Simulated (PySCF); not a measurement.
Spin-rotation constants: `C#[C][AlH][CH2][CH2][GeH3]`, C4H9AlGe

Geometry (Å), atoms numbered from 1 in this order:
```xyz
15

C     4.6641    0.3557   -0.3423
C     3.4969    0.0397   -0.2469
Al    1.6515   -0.5597   -0.1010
C    -0.0440    0.5081   -0.1359
C    -1.1524   -0.5588   -0.0158
Ge   -2.9496    0.2503   -0.1149
H     5.6796    0.6332   -0.4241
H     1.4095   -2.0826    0.0546
H    -0.1503    1.2411    0.6765
H    -0.1908    1.0871   -1.0596
H    -1.0474   -1.1052    0.9276
H    -1.0424   -1.3056   -0.8106
H    -3.1421    1.2517    0.9816
H    -4.0693   -0.7406   -0.0188
H    -3.1178    0.9936   -1.4036
```

Method used: GIAO PBE0/pcSseg-1 magnetisability, rotational g tensor and spin-rotation constants, non-relativistic, gas phase in PySCF. Geometry: GFN2-xTB.

The calculation is non-relativistic, which matters for the atoms heavier than Zn.

Q: Give the nuclear spin-rotation constants along the inertial axes (H = +C I·J) beside the isotropic shieldings.

A: Rotational constants 12.8526, 0.4341, 0.4242 GHz. A star marks the isotopologue with that one atom substituted, in its own axes.
```
atom  isotope  Caa (kHz)  Cbb (kHz)  Ccc (kHz)  mean (kHz)  σ (ppm)
 Al3     27Al     10.850      0.321      0.283       3.818    317.1
  H7       1H      0.076     -0.044     -0.047      -0.005     29.5
  H8       1H     -0.945      0.015     -0.033      -0.321     26.7
  H9       1H     -1.343     -0.032     -0.013      -0.463     31.0
 H10       1H     -1.344     -0.027     -0.018      -0.463     31.0
 H11       1H     -1.215     -0.032     -0.014      -0.420     30.5
 H12       1H     -1.184     -0.035     -0.012      -0.410     30.5
 H13       1H     -1.152     -0.025     -0.005      -0.394     28.3
 H14       1H     -0.390     -0.013     -0.039      -0.148     28.0
 H15       1H     -1.176     -0.022     -0.008      -0.402     28.3
  C1     13C*      1.167      0.154      0.162       0.494     77.9
  C2     13C*      0.527      0.155      0.167       0.283     87.6
  C4     13C*      1.660      0.065      0.051       0.592    174.9
  C5     13C*      1.798      0.058      0.053       0.637    174.5
 Ge6    73Ge*     -2.967     -0.116     -0.115      -1.066   1554.2
```
For the geometry as given, no vibrational averaging.

Q: How do the rotational constants and the g tensor change when H7, H8, H9, H10, H11, H12, H13, H14, H15 are replaced by deuterium?

A: Constants 8.5665, 0.4076, 0.3965 GHz; g -0.0620, -0.0030, -0.0038, against -0.0930, -0.0032, -0.0040 before.
